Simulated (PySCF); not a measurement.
Magnetic shielding above rings: a mixed set.

NICS = −σ at a ghost point: NICS(0) at the centroid of the ring atoms, NICS(1) 1 Å to either side along the normal of their mean plane, zz for the tensor component along that normal. Level: GIAO PBE0/pcSseg-1 (PySCF, non-relativistic, gas phase) on the GFN2-xTB geometries, one conformer each. Atom numbers follow the mapped SMILES.

**Question.** Order these rings by mean NICS(1)zz, lowest (most negative) first (ppm).
A. ring N4–N5–C6–O7–C8 in `[CH3:1][O:2][CH2:3][n+:4]1[n:5][cH:6][o:7][c:8]1[F:9]` (charge +1)
B. ring C4–Si5–O6–Si7 in `[CH3:1][CH2:2][O:3][C@@H:4]1[SiH2:5][O:6][Si@@H:7]1[O:8][SiH3:9]`
C. ring C2–C3–C4–C6–C8–C11 in `[O:1]=[C:2]1[CH:3]=[C:4]([F:5])[C:6](=[O:7])[C:8]([CH2:9][F:10])=[CH:11]1`
D. ring C3–N4–N5–N6–C7 in `[CH3:1][O:2][c:3]1[n:4][n:5][n-:6][c:7]1[C:8]#[N:9]` (charge -1)
E. ring C2–C3–C5–P6–C9 in `[CH3:1][C:2]1=[C:3]([CH3:4])[CH2:5][P:6]([CH3:7])(=[O:8])[CH2:9]1`
F. ring N3–N4–N5–C6–C7 in `[CH3:1][CH2:2][n:3]1[n:4][n:5][cH:6][c:7]1[C:8]([F:9])([F:10])[F:11]`
G. ring C4–C5–Si6 in `[CH3:1][CH2:2][S:3][C@@H:4]1[CH2:5][Si@@H:6]1[C:7]([CH3:8])=[O:9]`

**Answer.** F (-32.4), D (-30.1), A (-22.3), G (-17.2), E (-1.2), B (-0.1), C (3.7).

```csv
SMILES,ring,NICS(0),NICS(1),NICS(1)zz,HOMA,rms pucker (Å),ring atoms with four or more neighbours
CCn1nncc1C(F)(F)F,5-membered ring with 3 N; formal bonds all aromatic,-13.1,-13.1,-32.4,0.96,0.00,0
COc1nn[n-]c1C#N,5-membered ring with 3 N; formal bonds all aromatic,-11.1,-12.6,-30.1,0.93,0.00,0
COC[n+]1ncoc1F,5-membered ring with 2 N and O; formal bonds all aromatic,-11.7,-8.8,-22.3,0.63,0.00,0
CCS[C@@H]1C[Si@@H]1C(C)=O,3-membered ring with Si; formal bonds all single,-26.2,-7.6,-17.2,–,0.00,3
CC1=C(C)CP(C)(=O)C1,"5-membered ring with P; formal bonds 1 double, 4 single",-3.0,-3.7,-1.2,–,0.15,3
CCO[C@@H]1[SiH2]O[Si@@H]1O[SiH3],4-membered ring with O and 2 Si; formal bonds all single,-3.8,-2.1,-0.1,–,0.06,3
O=C1C=C(F)C(=O)C(CF)=C1,"6-membered carbocycle; formal bonds 2 double, 4 single",6.7,0.0,3.7,-0.67,0.00,0
```

NICS(0) gives another order. The isotropic NICS(1) gives the same order. Over the 4 rings with a HOMA value its correlation coefficient with NICS(1)zz is -1.00. HOMA uses Krygowski's 1993 parameters; it is left out where a ring has a four-coordinate atom, a triple bond, no multiple bond or a kind of bond without parameters. NICS(1) and NICS(1)zz are means over the two faces.
